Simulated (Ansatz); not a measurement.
`CC(C)(C)C[Si](C)(F)F`, charge 0, multiplicity 1.

(1) Give a relaxed structure at PBE0-D4/def2-TZVP (Ansatz 0.2.0). (Best estimate.)

## Answers

(1) Computed: 
Z-matrix (Å, degrees):
```
C
C 1 1.528
H 1 1.094 2 111.1
H 1 1.094 2 111.1 3 120.2
H 1 1.094 2 110.8 3 -119.9
C 2 1.527 1 108.9 3 60.1
C 2 1.527 1 108.9 3 179.6
C 2 1.540 1 108.2 3 -60.2
H 6 1.093 2 110.3 1 57.3
H 6 1.092 2 111.9 1 177.4
H 6 1.094 2 111.1 1 -62.1
H 7 1.094 2 111.1 1 61.9
H 7 1.092 2 111.9 1 -177.6
H 7 1.093 2 110.3 1 -57.5
Si 8 1.855 2 121.8 1 179.5
H 8 1.099 2 109.0 1 56.6
H 8 1.099 2 109.0 1 -57.4
C 15 1.847 8 113.0 2 179.4
F 15 1.598 8 111.0 2 57.7
F 15 1.598 8 110.9 2 -58.9
H 18 1.093 15 111.0 8 60.2
H 18 1.093 15 111.0 8 -60.2
H 18 1.093 15 110.3 8 180.0
```
Point group Cs.
This is one stationary point; other conformers may exist.
